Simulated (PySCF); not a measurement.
The vertical singlet excitations below were computed for one of the candidates. Method: PySCF, TDDFT CAM-B3LYP/def2-SVPD, vertical, gas phase, core orbitals frozen in the response. Geometries: GFN2-xTB, one conformer each.

```
state  E (eV)      f   main configurations (H = HOMO, L = LUMO)
   S1    5.34  0.036                                  H→L (94%)
   S2    5.95  0.055                                H-1→L (84%)
   S3    6.33  0.018                                H-2→L (87%)
   S4    6.40  0.049                   H→L+1 (41%), H→L+2 (37%)
   S5    6.96  0.020                   H→L+2 (40%), H→L+1 (37%)
   S6    7.11  0.089               H-1→L+1 (47%), H-1→L+2 (23%)
   S7    7.23  0.049    H→L+3 (35%), H-2→L+1 (16%), H→L+4 (16%)
   S8    7.35  0.063  H-2→L+1 (30%), H-2→L+2 (22%), H→L+3 (18%)
```

Triplets computed (Tamm–Dancoff): 4.79, 5.50, 5.75 eV.

Question: Which candidate is it?
A. `C=C(C#N)C#N`
B. `O([Si@H]1[Si@H](C)S[SiH2]1)[SiH3]`
C. `C[Si@](O)([SiH3])[SiH2]N`

Answer: C. Its S1 lies at 5.34 eV; the nearest of the others has S1 at 4.95 eV. S1 is HOMO→LUMO (94%). Löwdin shares by element: HOMO silicon 35% or more, nitrogen 28%, hydrogen 10% or more (atoms not listed hold the other 26%); LUMO silicon 55%, oxygen 8% (atoms not listed hold the other 37%). At the same level the other candidates give, for their lowest levels:
- `C[Si@@H]1S[SiH2][Si@H]1O[SiH3]`: 4.95 eV (f 0.006); 5.14 eV (f 0.013); 5.37 eV (f 0.007); 5.49 eV (f 0.012); 5.72 eV (f 0.002); T1 4.55 eV; HOMO -8.23, LUMO -0.33 eV
- `C=C(C#N)C#N`: 5.97 eV (f 0.299); 6.27 eV (f 0.000); 6.52 eV (f 0.001); 6.91 eV (f 0.001); 6.99 eV (f 0.060); T1 3.37 eV; HOMO -10.37, LUMO -1.88 eV

Conformer computed: `[CH3:1][Si@:2]([OH:3])([SiH3:4])[SiH2:5][NH2:6]`: C1–Si2–Si5–N6 93°, H–O3–Si2–C1 54°, H–N6–Si5–Si2 49°, H–N6–Si5–Si2 -173°.
